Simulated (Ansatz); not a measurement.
Which method gave which barrier?

Saddle point of GaAsH$_{6}$S, singlet (GaH₃S ([SH][GaH2]) + AsH₃ → GaAsH₄ ([GaH2][AsH2]) + H₂S (still joined by a long Ga–S bond); bonds formed: S2–H5; dative contacts that become bonds: Ga1–As6; bonds broken: H5–As6; bonds weakened to dative contacts: Ga1–S2), PBE0-D4/def2-TZVP structure:

```
9
angstrom
Ga -1.0631 -0.0464 -0.7634
S 1.1858 -0.2980 -1.5464
H -1.7577 -1.4278 -0.9252
H -1.5577 1.4111 -0.9851
H 0.6553 -0.2319 0.1014
As -0.3077 -0.0741 1.7402
H 1.4527 1.0166 -1.4873
H 0.5795 -1.2844 1.9570
H 0.8128 0.9347 1.9088
```

Ansatz 0.2.0; basis: def2-TZVPP, with def2-QZVPP for the basis limit; cores frozen in the correlated methods. Filled d shells of the heavier atoms are correlated. The def2 sets are not built for correlating such inner shells, so the correlated values are less sure here. Extrapolation: Hartree–Fock as exp(−7.88 √X), correlation as X^−2.97. Four methods, as single points on the PBE0-D4 structures, gave these electronic barriers from the start structure: 19.79, 22.45, 32.42, 44.34 kcal/mol.

Q: The methods were, in alphabetical order, BHLYP-D4, HF, PBE-D4, r2SCAN-D4. Which gave which? (Judge from chemistry; the calculation decides.)

A: Computed: PBE-D4 19.79; r2SCAN-D4 22.45; BHLYP-D4 32.42; HF 44.34 kcal/mol. For comparison, CCSD(T) at an estimated basis limit (MP2 extrapolated from triple and quadruple zeta, plus CCSD(T) − MP2 in triple zeta) gives 27.30 kcal/mol.

T1 diagnostic: at most 0.013.

Labels in which every atom is bracketed show which atoms are joined, not bond orders.

For scale, one of the runs: CCSD(T)/def2-TZVPP, 222 basis functions, launched by `ansatz run in.yaml --threads 8 --pin off --events-out ev --progress --plain --max-ram 19148MiB`. Hardware: 8 CPU threads of an Arm Neoverse V1, shared host. Wall time 82 s; peak host memory 3.4 GiB.
